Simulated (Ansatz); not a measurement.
A CCSD(T) single point on C$_{2}$H$_{5}$FGeO, SMILES `C[C](=O)[GeH2][F]`.

```yaml
crystal:
  periodic: [false, false, false]
  atoms:
    - {symbol: C, position_ang: [-1.318310, 0.600562, 0.368114]}
    - {symbol: C, position_ang: [-0.430927, -0.012084, -0.667002]}
    - {symbol: O, position_ang: [-0.754639, -0.190024, -1.812992]}
    - {symbol: Ge, position_ang: [1.421996, -0.588723, -0.152213]}
    - {symbol: F, position_ang: [1.642358, -0.190052, 1.537390]}
    - {symbol: H, position_ang: [-0.829884, 1.482975, 0.792879]}
    - {symbol: H, position_ang: [-1.448091, -0.101260, 1.197912]}
    - {symbol: H, position_ang: [-2.284212, 0.866420, -0.062404]}
    - {symbol: H, position_ang: [2.490712, 0.190352, -0.930340]}
    - {symbol: H, position_ang: [1.593998, -2.109266, -0.268445]}
basis:
  gaussian: {orbitals: def2-TZVPP}
correlation: {method: ccsd_t}
output: {orbitals: {seedname: orbitals}}
```

```sh
$ ansatz run in.yaml --threads 4 --pin off --events-out ev --progress --plain
```

The program prints (abridged):

```
Functional definition: HF
1499 factors; integrals over basis functions are off by at most 8.7e-4 eV
mean field evaluation 1: about -63355.3095 eV, gradient 4.7e1 eV
mean field evaluation 2: about -63355.5210 eV, gradient 4.7e1 eV
mean field evaluation 4: about -63360.1568 eV, gradient 4.8e0 eV
mean field evaluation 8: about -63360.2625 eV, gradient 6.1e-1 eV
mean field evaluation 16: about -63360.2652 eV, gradient 5.6e-6 eV
mean field -63360.26520783 eV, -2328.4467992574 hartree, gradient 5.6e-6 eV, S^2 0.000000; 0 other end points of the search recorded, 0 dependent functions left out
13 core orbitals not correlated: weight in the atoms' cores, before any rotation towards them, 1.000 or more for the frozen orbitals, at most 0.000 for the correlated occupied ones
reference -63360.26520783 eV, -2328.4467992574 hartree; 20, 20 occupied and 209, 209 virtual orbitals, 1499 factors
second order -28.94742058 eV of doubles, -0.00000000 eV of singles
cycle   1  -28.57286418 eV  change    3.7e-1 eV  update   1.3e-1
cycle   2  -29.36446195 eV  change   -7.9e-1 eV  update   4.2e-2
cycle   3  -29.55322042 eV  change   -1.9e-1 eV  update   2.2e-2
cycle   4  -29.53283053 eV  change    2.0e-2 eV  update   5.4e-3
cycle   5  -29.52954554 eV  change    3.3e-3 eV  update   2.5e-3
cycle   6  -29.53142347 eV  change   -1.9e-3 eV  update   7.8e-4
cycle   7  -29.53129150 eV  change    1.3e-4 eV  update   3.1e-4
cycle   8  -29.53114060 eV  change    1.5e-4 eV  update   9.3e-5
cycle   9  -29.53117484 eV  change   -3.4e-5 eV  update   3.7e-5
perturbative correction -1.13077339 eV, -0.0415551555 hartree
Total energy: -63390.92715605 eV, -2329.5736050713 hartree
```

Run time 4 min (4 threads of a server CPU on a shared host); peak host memory 5.1 GiB.

Correlation energy per correlated electron: -0.767 eV. T1 diagnostic: 0.0138.
